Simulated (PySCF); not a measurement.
**How methods differ on the ionisation energy of Cd(2+)**

Cd(2+) [Kr] 4d10 (1S) → Cd(3+) [Kr] 4d9 (2D), as a difference of total energies. All numbers are calculated (PySCF 2.14, scalar relativity through the core potential, in def2-TZVP with the def2 core potential (28 electrons)). Correlated levels: valence: 4s2 4p6 frozen. The calculations carry no spin-orbit coupling.

```tsv
method	ionisation energy (eV)
UHF	36.014
r2SCAN	37.576
PBE0	37.589
MP2 (valence)	37.453
SCS-MP2 (valence)	37.292
```

How much does correlation contribute at MP2 (valence)?

37.453 − (36.014) = 1.439 eV, measured against UHF.

The reference lies between the lowest fine-structure levels, while these numbers refer to the centres of the terms.

Errors of the correlated levels include the incompleteness of this basis and the frozen core.

For comparison: 37.468 ± 0.006 eV (measured; NIST Atomic Spectra Database, ionization energies).
